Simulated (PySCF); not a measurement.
Problem. What does the GFN2-xTB structure of 1,1,1-trifluorobutane, `CCCC(F)(F)F` look like in three dimensions?

Solution. 
Z-matrix in Å and degrees, rows numbered from 1:
```
C 
C   1  1.5226
C   2  1.5293  1  110.89
C   3  1.5128  2  111.45  1   179.95
F   4  1.3443  3  112.03  2   179.90
F   4  1.3420  3  112.70  2   -60.25
F   4  1.3420  3  112.59  2    60.12
H   1  1.0872  2  110.58  3    60.09
H   1  1.0863  2  110.30  3  -179.96
H   1  1.0873  2  110.57  3   -60.05
H   2  1.0916  1  109.76  3  -120.74
H   2  1.0916  1  109.71  3   120.73
H   3  1.0916  2  110.70  1   -60.47
H   3  1.0915  2  110.70  1    60.27
```

Of the pairs four or more bonds apart, F7···H11 is among the closest relative to their van der Waals radii: 2.60 Å, 97 % of the sum of Bondi's values. All 3 C–F bonds measure 1.342 to 1.344 Å.

Structure optimised with GFN2-xTB, isolated species.

Point group: Cs (tolerance 0.08 Å). Not checked by GFN2-xTB frequencies. The numbers are those of one conformer (C1–C2–C3–C4 180°).

All values are computed, not measured.
